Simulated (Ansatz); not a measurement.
`FC[B](Cl)[GaH2]` + `C[SiH](C)C` → `C[Si](C)(C)[GaH2]` + `FCBCl`  (formal exchange of groups at a Ga–B bond)

Calculated with Ansatz (gas phase, PBE0-D4/def2-TZVP geometries, no zero-point term in ΔE). CBS: MP2 limit from def2 TZ/QZ plus the TZ coupled-cluster correction, frozen cores. Functionals use def2-TZVPP. For Ga outer-core shells are correlated without core-valence functions, which leaves a few kJ/mol of doubt a bond. Scalar relativity is left out up to krypton. One conformer a species, not always the lowest.

Q: Is it downhill or uphill in electronic energy at CCSD(T)/CBS, and by how much? (An estimate is asked.)

A: Computed: Downhill: ΔE = -7.7 kJ/mol.

Q: What do these levels give: r2SCAN-D4, r2SCAN0-D4, PBE, CCSD/def2-SVP, MP2/CBS(def2), CCSD/CBS(def2)? (An estimate is asked.)

A: Computed: r2SCAN-D4 -8.9, r2SCAN0-D4 -10.0, PBE -10.5, CCSD/def2-SVP -5.4, MP2/CBS(def2) -8.7, CCSD/CBS(def2) -7.0 kJ/mol.

Largest T1 diagnostic among the species: 0.013.

In def2-TZVPP, CCSD(T) changes the Hartree–Fock value by −3.2 kJ/mol (the triples alone add −0.7 kJ/mol) and MP2 by −4.2 kJ/mol. Leaving LDA and LC-ωPBE aside and taking each functional with its dispersion term where it has one, the values, not all of them listed here, spread over 5.7 kJ/mol, from HSE06-D4 to ωB97X-V. The D4 term adds −3.4 kJ/mol with B3LYP and −2.2 kJ/mol with PBE0; it sums over pairs of atoms, weighted by their polarisabilities, and B3LYP, whose exchange is more repulsive, gets the larger term.

B3LYP here is the variant with VWN-RPA as its local correlation; programs differ in this.
